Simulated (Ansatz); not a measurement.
Ansatz results at the PBE0-D4/def2-TZVP geometry: ideal-gas entropy at 298 K and 1 bar (rigid rotor, harmonic PBE0-D4/def2-TZVP) 332 J/(mol·K); LUMO energy (PBE0/def2-TZVPP) 0.52 eV; LUMO energy (PBE/def2-TZVPP) -0.31 eV.

Each molecule was computed in one conformer, which needn't be the lowest.

Which molecule gave them?
A. `BNB`
B. `CCN[SiH3]`
C. `CN(C)C`
D. `[GeH3][NH][GeH3]`

B. The others give `CN(C)C`: 288, 1.20, 0.40; `BNB`: 258, -1.35, -2.40; `[GeH3][NH][GeH3]`: 352, 0.04, -0.79.
